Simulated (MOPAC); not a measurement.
Job for MOPAC: PM3 on H2IIn (SMILES [InH2][I]), a point of a bond scan (R = 3.645 Å).

```
PM3 1SCF PRECISE CHARGE=0 THREADS=1
H2IIn

In    -0.72638877 1    -1.13552285 1     0.19955666 1
H     -0.06961712 1    -2.17409956 1     1.39445122 1
H     -2.11914691 1    -1.24747254 1    -0.79314453 1
I      1.21660302 1     1.90184731 1    -0.33423042 1
```

Program output:

```
*******************************************************************************
 **                                                                           **
 **                              MOPAC v23.2.5                                **
 **                                                                           **
 *******************************************************************************
 ** MOPAC's Digital Object Identifier: https://doi.org/10.5281/zenodo.6511958 **
 **                                                                           **
 ** Please cite the open-source release paper for use of this MOPAC version:  **
 ** J. E. Moussa and J. J. P. Stewart (2026)                                  **
 ** MOPAC: An open-source semiempirical molecular orbital program             **
 ** J. Open Source Softw., 11(119), 8025, https://doi.org/10.21105/joss.08025 **
 *******************************************************************************

                              PM3 CALCULATION RESULTS

 *******************************************************************************
 *  PM3        - The PM3 Hamiltonian to be used
 *
 *
 *
 *                 CHARGE ON SYSTEM = 0
 *
 *
 *
 *  PRECISE    - TIGHTER CRITERIA TO BE USED
 *  1SCF       - DO 1 SCF AND THEN STOP
 *  THREADS=1  - MULTI-THREADING NOT USED
 *  T=         - A TIME OF 172800.0 SECONDS REQUESTED
 *  DUMP=N     - RESTART FILE WRITTEN EVERY 7200.0 SECONDS REQUESTED
 *******************************************************************************
PM3 1SCF PRECISE CHARGE=0 THREADS=1
 H2IIn

   ATOM   CHEMICAL          X               Y               Z
  NUMBER   SYMBOL      (ANGSTROMS)     (ANGSTROMS)     (ANGSTROMS)

     1      In         -0.72638877  *  -1.13552285  *   0.19955666  *
     2       H         -0.06961712  *  -2.17409956  *   1.39445122  *
     3       H         -2.11914691  *  -1.24747254  *  -0.79314453  *
     4       I          1.21660302  *   1.90184731  *  -0.33423042  *



          CARTESIAN COORDINATES

    NO.       ATOM           X           Y           Z

     1        In         -0.7264     -1.1355      0.1996
     2         H         -0.0696     -2.1741      1.3945
     3         H         -2.1191     -1.2475     -0.7931
     4         I          1.2166      1.9018     -0.3342

  H: (PM3): J. J. P. STEWART, J. COMP. CHEM. 10, 209 (1989).
 In: (PM3): J. J. P. STEWART, J. COMP. CHEM. 12, 320-341 (1991).
  I: (PM3): J. J. P. STEWART, J. COMP. CHEM. 10, 209 (1989).

           Empirical Formula: H2 In I  =     4 atoms



      MOLECULAR POINT GROUP   :   C2v


      RHF CALCULATION, NO. OF DOUBLY OCCUPIED LEVELS = 6


 -------------------------------------------------------------------------------
 PM3 1SCF PRECISE CHARGE=0 THREADS=1
 H2IIn



     1SCF WAS SPECIFIED, SO BFGS WAS NOT USED
     SCF FIELD WAS ACHIEVED


                              PM3 CALCULATION
                                                       MOPAC v23.2.5 Linux




          FINAL HEAT OF FORMATION =         70.09868 KCAL/MOL =     293.29287 KJ/MOL


          COSMO AREA              =        120.31 SQUARE ANGSTROMS
          COSMO VOLUME            =        104.81 CUBIC ANGSTROMS

          IONIZATION POTENTIAL    =          8.552595 EV
          HOMO LUMO ENERGIES (EV) =         -8.553 -3.543
          NO. OF FILLED LEVELS    =          6
          MOLECULAR WEIGHT        =        243.7403         POINT GROUP:  C2v

          MOLECULAR DIMENSIONS (Angstroms)

            Atom       Atom       Distance
            I     4    H     2     4.61043
            H     3    H     2     2.95040
           In     1    H     2     0.00000


          SCF CALCULATIONS        =          1





   ATOM   CHEMICAL          X               Y               Z
  NUMBER   SYMBOL      (ANGSTROMS)     (ANGSTROMS)     (ANGSTROMS)

     1      In         -0.72638877  *  -1.13552285  *   0.19955666  *
     2       H         -0.06961712  *  -2.17409956  *   1.39445122  *
     3       H         -2.11914691  *  -1.24747254  *  -0.79314453  *
     4       I          1.21660302  *   1.90184731  *  -0.33423042  *

                             CARTESIAN COORDINATES

   1   In       -0.726388770    -1.135522850     0.199556660
   2    H       -0.069617120    -2.174099560     1.394451220
   3    H       -2.119146910    -1.247472540    -0.793144530
   4    I        1.216603020     1.901847310    -0.334230420


           Empirical Formula: H2 In I  =     4 atoms



      MOLECULAR POINT GROUP   :   C2v


                  EIGENVALUES
 -16.41150 -14.63041 -14.50089 -14.49899 -12.93424  -8.55259  -3.54302  -3.47462
  -0.35477   1.33475


              NET ATOMIC CHARGES AND DIPOLE CONTRIBUTIONS

  ATOM NO.   TYPE          CHARGE      No. of ELECS.   s-Pop       p-Pop
    1         In           0.173827        2.8262     1.34253     1.48365
    2          H           0.049449        0.9506     0.95055
    3          H           0.049449        0.9506     0.95055
    4          I          -0.272725        7.2727     1.30265     5.97008
 DIPOLE           X         Y         Z       TOTAL
 POINT-CHG.    -2.720    -4.252     0.747     5.103
 HYBRID         0.046     0.071    -0.013     0.086
 SUM           -2.674    -4.181     0.735     5.017


          ATOMIC ORBITAL ELECTRON POPULATIONS

     Atom    s        px        py        pz
    1 In   1.34253   0.54616   0.49898   0.43851
    2  H   0.95055
    3  H   0.95055
    4  I   1.30265   1.99146   1.97993   1.99869

 **********************
 *                    *
 * JOB ENDED NORMALLY *
 *                    *
 **********************




 == MOPAC DONE ==
```

The run finished.

Cost: around 0.04 core-seconds (rough).
